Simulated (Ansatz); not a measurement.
Start from `FC(F)O[C@@H](F)[C@H](F)C(F)F` and change one atom or group (the configuration at a centre changes too) to get `FC(F)[C@H](F)[C@@H](F)C(F)(F)F`.

Ansatz, PBE0-D4/def2-TZVP geometries, multiplicity 1. Each molecule was computed in one conformer, which needn't be the lowest.

| property | `FC(F)O[C@@H](F)[C@H](F)C(F)F` |
| --- | --- |
| HOMO energy (B3LYP/def2-TZVPP) / eV | -9.69 |
| size of the dipole moment (B3LYP/def2-TZVPP) / D | 1.79 |
| LUMO energy (PBE/def2-TZVPP) / eV | -0.04 |
| ideal-gas entropy at 298 K and 1 bar (rigid rotor, harmonic PBE0-D4/def2-TZVP) / J/(mol·K) | 443 |
| HOMO–LUMO gap (ωB97M-V/def2-TZVPP) / eV | 15.14 |
| LUMO energy (PBE0/def2-TZVPP) / eV | 1.10 |

Q: What does the change do to each property? (Estimate.)

A: Computed: 
```csv
property,`FC(F)[C@H](F)[C@@H](F)C(F)(F)F`,shift
HOMO energy (B3LYP/def2-TZVPP) / eV,-9.83,-0.14
size of the dipole moment (B3LYP/def2-TZVPP) / D,1.31,-0.48
LUMO energy (PBE/def2-TZVPP) / eV,-0.22,-0.18
"ideal-gas entropy at 298 K and 1 bar (rigid rotor, harmonic PBE0-D4/def2-TZVP) / J/(mol·K)",429,-14
HOMO–LUMO gap (ωB97M-V/def2-TZVPP) / eV,15.11,-0.03
LUMO energy (PBE0/def2-TZVPP) / eV,0.89,-0.21
```

With PBE0 the HOMO falls by 0.14 eV and the LUMO falls by 0.21 eV, so the gap narrows by about 0.07 eV. PBE moves the HOMO by -0.13 eV and ωB97M-V by -0.11 eV. The zero-point energy changes by -34.7 kJ/mol with -3 modes. Dipoles are sizes alone; their direction can turn. Modes under 60 cm⁻¹, often nearly free rotors, make the harmonic entropy too high.

Positive LUMOs are unbound, so they and the gaps depend on the basis.

B3LYP here is the variant with VWN-RPA as its local correlation; programs differ in this.
